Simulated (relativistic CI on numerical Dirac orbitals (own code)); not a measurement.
**Spin-allowed bands of a d8 ion in a tetrahedral site, by hand**

Problem. Take Δ = 8020 cm⁻¹ and B = 590 cm⁻¹ for a d8 ion in a tetrahedral site. Calculate the three spin-allowed bands.

Working.
1. The terms of highest spin are 3F (energy 0) and 3P (15B = 8850 cm⁻¹). Here the F term splits into A2 at +1.2Δ = 9624, T2 at +0.2Δ = 1604 and T1 at −0.6Δ = -4812 cm⁻¹.
2. The two T1 states mix through the element 0.4Δ: H = [[-4812, 3208], [3208, 8850]], with roots ½(H₁₁ + H₂₂) ∓ ½√[(H₂₂ − H₁₁)² + 4H₁₂²] = ½(4038) ∓ ½(15094) = -5528 and 9566 cm⁻¹.
3. The ground term is 3T1 at -5528 cm⁻¹.
4. Bands: 3T2 7132 cm⁻¹ (1402 nm), 3T1(P) 15094 cm⁻¹ (663 nm), 3A2 15152 cm⁻¹ (660 nm).

Check. Exact diagonalisation of the whole d8 shell with these parameters gives 3T2 7132, 3T1 15094, 3A2 15152 cm⁻¹. The match is exact, since without spin-orbit coupling no other term has this spin. The ratio of the second band to the first, 2.116, depends on Δ/B = 13.6 alone, which is how a Tanabe-Sugano diagram is read.
